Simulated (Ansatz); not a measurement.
Program: Ansatz. Geometries: PBE0-D4/def2-TZVP. ΔE: electronic, gas phase. CCSD(T)/CBS is the MP2 limit (def2-TZVPP, def2-QZVPP) plus CCSD(T) − MP2 in def2-TZVPP, frozen cores. DFT in def2-TZVPP. B3LYP here is the variant with VWN-RPA as its local correlation; programs differ in this. Each species was taken in one conformer, which may not be the lowest.

`F[SiH2]OP` + `N[SiH2]O[SiH2][SiH3]` → `F[SiH2]O[SiH2][SiH3]` + `N[SiH2]OP`  (redistribution)

```csv
level,ΔE (kcal/mol)
r2SCAN-D4,0.3
PBE0-D4,0.4
B3LYP-D4,0.5
PBE0,-0.1
B3LYP,-0.4
SCS-MP2/def2-TZVPP,0.0
CCSD/def2-TZVPP,0.1
HF/def2-QZVPP,-0.7
```

**Question.** What does CCSD(T)/CBS give? (An estimate is asked.)

**Answer.** The calculation gave: 0.0 kcal/mol. The listed levels differ from it by 0.3, 0.4, 0.5, -0.1, -0.4, 0.0, 0.1, -0.7 kcal/mol.

Largest T1 diagnostic among the species: 0.013.

In def2-TZVPP, CCSD(T) changes the Hartree–Fock value by +0.8 kcal/mol (the triples alone add +0.1 kcal/mol) and MP2 by +0.7 kcal/mol. The D4 term adds +0.9 kcal/mol with B3LYP and +0.5 kcal/mol with PBE0; it sums over pairs of atoms, weighted by their polarisabilities, and B3LYP, whose exchange is more repulsive, gets the larger term.
